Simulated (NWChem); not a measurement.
Isomers of C$_{5}$H$_{3}$NS, each optimised at PBE0/def2-SVP with NWChem, gas phase unless a solvent is named.  Relative energies count from the lowest isomer at each level and are electronic, without zero-point energy, on those geometries.

A: C(#C)c1ncsc1
B: C#Cc1cncs1
C: N#Cc1ccsc1
D: C#Cc1nccs1

```
quantity                                                           A     B     C     D
--------------------------------------------------------------  ----  ----  ----  ----
relative energy, PBE0/def2-SVP (kcal/mol)                       34.5  33.0   0.0  34.2
dipole (D), PBE0/def2-SVP                                       1.77  1.29  4.12  1.65
orbital gap (eV), PBE0/def2-SVP                                 5.77  5.50  6.18  5.44
highest harmonic frequency (cm⁻¹), PBE0/def2-SVP                3490  3488  3285  3488
SMD solvation free energy in toluene, PBE0/def2-SVP (kcal/mol)  -4.6  -4.3  -5.1  -4.5
```
